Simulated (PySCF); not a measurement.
Species: C₅H₄F₄O₂.
Atom-mapped SMILES: `[O:1]=[C:2]1[CH2:3][O:4][C@@H:5]1[C@@H:6]([F:7])[C:8]([F:9])([F:10])[F:11]` (hydrogens: H12, H13 on C3; H14 on C5; H15 on C6)

All values: wB97X-D/def2-SVPD (PySCF, non-relativistic), on one gas-phase PBE0-D3(BJ)/def2-SVP geometry that isn't relaxed in the solvent. The solvent is an IEF-PCM continuum (van der Waals radii × 1.2), and excitations are vertical TDDFT with non-equilibrium linear response and a frozen core. Only the electrostatic response of the medium enters.

Gas-phase singlets (H = HOMO, L = LUMO):

```csv
state,E (eV),λ (nm),f,leading configurations
S1,4.345,285,0.000,H→L 95%
S2,6.092,204,0.007,H-1→L 97%
S3,7.591,163,0.007,"H→L+1 34%, H→L+2 24%, H-1→L+1 21%"
S4,7.768,160,0.003,"H-1→L+1 37%, H→L+2 16%, H-1→L+2 13%"
S5,7.830,158,0.000,"H-2→L 66%, H-3→L 17%"
```

Question: How does the list change in chloroform (ε = 4.711)?

Answer: 
```tsv
state	E (eV)	λ (nm)	f	leading configurations	change by rank (eV)
S1	4.397	282	0.000	H→L 94%	+0.052
S2	5.981	207	0.011	H-1→L 95%	-0.111
S3	7.620	163	0.005	H→L+1 47%, H-1→L+1 34%	+0.029
S4	7.807	159	0.003	H-1→L+1 31%, H→L+1 24%, H-2→L 23%	+0.039
S5	7.850	158	0.001	H-2→L 56%, H-1→L+1 16%, H-3→L 12%	+0.020
```

Question: The ground-state energy changes by -0.241 eV from gas to chloroform. By how much does the total energy of gas-phase S1 change?

Answer: E(S1) = E(S0) + excitation energy, so it changes by -0.241 + 0.052 = -0.189 eV: it is lowered less than the ground state, which is what a blue shift means. This is the vertical state, with the slow part of the continuum still set for S0.

Question: How do the frontier levels move from gas to chloroform?

Answer: 
| orbital | gas (eV) | solvent (eV) | change (eV) |
| --- | --- | --- | --- |
| LUMO+2 | 2.25 | 2.36 | +0.11 |
| LUMO+1 | 2.10 | 2.33 | +0.23 |
| LUMO | 0.26 | 0.42 | +0.16 |
| HOMO | -10.07 | -9.95 | +0.12 |
| HOMO-1 | -10.59 | -10.35 | +0.24 |
| HOMO-2 | -12.74 | -12.58 | +0.16 |
| HOMO-3 | -12.93 | -12.80 | +0.13 |

The HOMO–LUMO gap goes from 10.34 to 10.37 eV. Rows go by rank; for LUMO+1 and LUMO+2 the atom shares or the degeneracy differ between the runs, so the row needn't follow one orbital.

The values belong to the conformer `[O:1]=[C:2]1[CH2:3][O:4][C@@H:5]1[C@@H:6]([F:7])[C:8]([F:9])([F:10])[F:11]`: O4–C5–C6–F7 161°, C5–C6–C8–F9 -72°.

wB97X-D is run here without its empirical dispersion term; that term would change no orbital, density or response property at a fixed geometry.
